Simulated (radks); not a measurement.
Task: Nb27+, configuration [Ne] 3s2 3p1 7f1 (not the ground configuration). All-electron calculation, Dirac Kohn-Sham, PBE, spin-unpolarised, spherical densities, finite nucleus; open shells fill j = l - 1/2 first; Fermi nuclear charge, rms radius 4.324 fm. Program: a radial shooting solver on a logarithmic mesh with Libxc functionals. Some entries of the table are withheld. Estimate them.

orbital,occ.,eigenvalue (hartree),<r> (bohr)
1s1/2,2,-742.6685,0.03608
2s1/2,2,-145.9520,(1)
2p1/2,2,-138.6021,0.1323
2p3/2,4,-134.9706,0.1366
3s1/2,2,-56.02164,0.3824
3p1/2,1,(2),(3)
3p3/2,0,(4),(5)
7f5/2,1,-8.04607,2.355
7f7/2,0,-8.04086,2.356

Result: 
(1) 2s1/2 <r> (bohr): 0.1553
(2) 3p1/2 eigenvalue (hartree): -53.48969
(3) 3p1/2 <r> (bohr): 0.3667
(4) 3p3/2 eigenvalue (hartree): -52.62016
(5) 3p3/2 <r> (bohr): 0.3731
